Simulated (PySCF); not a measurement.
**Dipole moment and polarisability of `Oc1ccc(O[SiH3])cc1`**

Species: C₆H₈O₂Si.
Cartesian coordinates in Å at the PBE0-D3(BJ)/def2-SVP level; atoms count from 1:
```xyz
17
C6H8O2Si angstrom
O     -3.462   -0.780    0.141
C     -2.182   -0.341    0.172
C     -1.841    1.014    0.112
C     -0.509    1.412    0.151
C      0.510    0.462    0.251
O      1.791    0.907    0.288
Si     3.203    0.010    0.373
C      0.169   -0.893    0.309
C     -1.163   -1.292    0.270
H     -4.053   -0.024    0.070
H     -2.629    1.770    0.034
H     -0.237    2.468    0.105
H      3.319   -0.908   -0.800
H      3.245   -0.800    1.628
H      4.301    1.011    0.364
H      0.950   -1.655    0.388
H     -1.433   -2.348    0.316
```

Level: wB97X-D/def2-SVPD (PySCF), static field, nuclei fixed, core orbitals frozen in the response. The polarisability tensor in these axes (au):

```
x   140.63   1.82   3.01
y     1.82 104.09  -1.88
z     3.01  -1.88  69.19
```

Problem. What are the eigenvalues, a third of the trace, and Δα (Δα² = ½Σ(αi − αj)² over the three pairs)?

Solution. Principal values 68.96, 104.12 and 140.84 au; mean 104.64 au = 15.51 Å³ = 17.25 × 10⁻⁴⁰ C²·m²/J; Δα = 62.25 au (59 % of the mean).

Problem. What is the dipole moment, and where does it point?

Solution. (-0.21, 0.60, -0.07) D, 0.64 D in size, pointing from the negative to the positive side. Measured along this direction, the outermost atoms are H14 and H16 at the negative end and H11 at the positive end.

Problem. Directions of the eigenvectors, and the extent of the frame along each?

Solution. Largest value along (1.00, 0.05, 0.04), where the nuclei span 8.40 Å; middle along (-0.05, 1.00, -0.06), 4.76 Å; least along (-0.04, 0.06, 1.00), 2.43 Å. The response follows the extents in order.

Problem. What molar refraction does this α imply?

Solution. Lorentz–Lorenz: R = (4π/3)N_A α = 2.5225 cm³/(mol·Å³) × 15.51 Å³ = 39.1 cm³/mol, in the limit of long wavelengths.

Problem. What would n − 1 = 2πNα be for an ideal gas of these molecules at 500 K and 1 atm, electronic part alone?

Solution. N = p/kT = 1.4678 × 10¹⁹ cm⁻³, so n − 1 = 2π × N × 15.51 × 10⁻²⁴ cm³ = 1430 × 10⁻⁶ at long wavelengths, for an ideal gas.

One conformer (not necessarily the lowest) at the PBE0-D3(BJ)/def2-SVP geometry, without solvent, vibrations or thermal averaging.

The run behind these numbers computed excited states as well. Time: 69 s wall; peak memory 1.2 GiB. Hardware: an Arm Neoverse V1 with one thread, no GPU, on a shared host.
